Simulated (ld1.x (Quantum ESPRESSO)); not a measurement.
# Ni: excitation energies, all-electron against RRKJ

```
Element                 : nickel
Generator               : ld1.x (Quantum ESPRESSO) 7.5
Type                    : norm-conserving RRKJ (Kleinman–Bylander form)
Functional              : PBEsol
Relativity              : fully relativistic
Frozen core             : [Ne]
Valence charge          : 18
Reference configuration : 3s2 3p6 3d8 4s2 4p0
Partial waves           : 3p (bound): rc 0.65 bohr; 3d (bound): rc 1.25 bohr; 3s (bound): rc 1.00 bohr
Local potential         : the s channel
Core correction         : none
rho0                    : 0.02
```

Open shells are filled in proportion to 2j + 1 (rel_dist='average').

Occupied shells without a wave of their own: 4s. They enter only through the test configuration that unscreens the potential.

Energies are relative to the spin-unpolarised reference configuration 3s2 3p6 3d8 4s2 4p0; without spin polarisation the order of configurations can differ from experiment.

Give the all-electron excitation energy and the error of the potential for: 3s2 3p6 3d8 4s1 4p0; 3s2 3p6 3d8 4s0 4p0; 3s2 3p6 3d7 4s0 4p0; 3s2 3p6 3d8 4s0 4p1; 3s2 3p6 3d7 4s2 4p1; 3s2 3p6 3d8.5 4s1.5 4p0; 3s2 3p6 3d9 4s0 4p0.

```json
{"valence configuration": "3s2 3p6 3d8 4s1 4p0", "charge": "+1", "ΔE all-electron (eV)": "9.337", "error AE − PS (meV)": "-435"}
{"valence configuration": "3s2 3p6 3d8 4s0 4p0", "charge": "+2", "ΔE all-electron (eV)": "26.598", "error AE − PS (meV)": "-1104"}
{"valence configuration": "3s2 3p6 3d7 4s0 4p0", "charge": "+3", "ΔE all-electron (eV)": "64.034", "error AE − PS (meV)": "-1662"}
{"valence configuration": "3s2 3p6 3d8 4s0 4p1", "charge": "+1", "ΔE all-electron (eV)": "15.048", "error AE − PS (meV)": "-841"}
{"valence configuration": "3s2 3p6 3d7 4s2 4p1", "charge": "0", "ΔE all-electron (eV)": "10.577", "error AE − PS (meV)": "+113"}
{"valence configuration": "3s2 3p6 3d8.5 4s1.5 4p0", "charge": "0", "ΔE all-electron (eV)": "-1.188", "error AE − PS (meV)": "-138"}
{"valence configuration": "3s2 3p6 3d9 4s0 4p0", "charge": "+1", "ΔE all-electron (eV)": "6.264", "error AE − PS (meV)": "-654"}
```

Levels in the configuration 3s2 3p6 3d7 4s2 4p1:

```json
{"level": "3s j=1/2", "all-electron (eV)": "-119.028", "pseudo (eV)": "-118.928"}
{"level": "3p j=1/2", "all-electron (eV)": "-80.844", "pseudo (eV)": "-80.743"}
{"level": "3p j=3/2", "all-electron (eV)": "-78.592", "pseudo (eV)": "-78.496"}
{"level": "3d j=3/2", "all-electron (eV)": "-16.374", "pseudo (eV)": "-16.211"}
{"level": "3d j=5/2", "all-electron (eV)": "-16.111", "pseudo (eV)": "-15.950"}
{"level": "4s j=1/2", "all-electron (eV)": "-8.087", "pseudo (eV)": "-8.543"}
{"level": "4p j=1/2", "all-electron (eV)": "-2.673", "pseudo (eV)": "-2.733"}
{"level": "4p j=3/2", "all-electron (eV)": "-2.583", "pseudo (eV)": "-2.641"}
```

ld1.x printed “convergence not achieved” for 1 of the counted tests; its residual had stalled under 1e-8, short of the target of 1e-14. The 4s level has no wave, so the channel is fitted at the deeper level alone: the likely source of the large errors.

A Bessel basis up to 400 Ry misses an occupied level by 0.06 Ry, so cutoffs and ghosts were not judged. The potential misses its own reference levels by up to 0.3 eV.
